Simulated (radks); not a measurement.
Values are calculated unless marked as measured or tabulated.
Task: Xe+, configuration [Kr] 4d10 5s1.5 5p5.5 (fractional occupations, a model configuration). Level of theory: Dirac Kohn-Sham, PBE, spin-unpolarised, spherical densities, point nucleus; open shells are shared between the two j in proportion to 2j + 1 (a radial shooting solver on a logarithmic mesh with Libxc functionals). Some entries of the table are withheld. Estimate them.

| orbital | occ. | eigenvalue (eV) | r(max) (bohr) | <1/r> (bohr^-1) |
|---|---|---|---|---|
| 1s1/2 | 2 | -34358.12 | 0.01715 | 58.12 |
| 2s1/2 | 2 | -5354.361 | 0.09710 | 13.59 |
| 2p1/2 | 2 | (1) | 0.07439 | 13.57 |
| 2p3/2 | 4 | (2) | 0.07927 | 12.47 |
| 3s1/2 | 2 | -1103.814 | (3) | 4.859 |
| 3p1/2 | 2 | (4) | 0.2656 | 4.770 |
| 3p3/2 | 4 | (5) | 0.2764 | 4.499 |
| 3d3/2 | 4 | -671.3957 | 0.2242 | 4.355 |
| 3d5/2 | 6 | -658.3652 | 0.2272 | 4.286 |
| 4s1/2 | 2 | -207.9973 | 0.6614 | 1.967 |
| 4p1/2 | 2 | -160.4223 | 0.6772 | 1.859 |
| 4p3/2 | 4 | -148.1224 | 0.7014 | 1.771 |
| 4d3/2 | 4 | -71.1821 | 0.7436 | 1.528 |
| 4d5/2 | 6 | -69.1924 | 0.7519 | 1.506 |
| 5s1/2 | 1.5 | -29.4131 | 1.612 | 0.7210 |
| 5p1/2 | 1.83333 | (6) | 1.817 | 0.6140 |
| 5p3/2 | 3.66667 | (7) | 1.893 | 0.5849 |

Result: 
(1) 2p1/2 eigenvalue (eV): -5030.889
(2) 2p3/2 eigenvalue (eV): -4706.251
(3) 3s1/2 r(max) (bohr): 0.2791
(4) 3p1/2 eigenvalue (eV): -969.4210
(5) 3p3/2 eigenvalue (eV): -907.7594
(6) 5p1/2 eigenvalue (eV): -18.2585
(7) 5p3/2 eigenvalue (eV): -16.8589
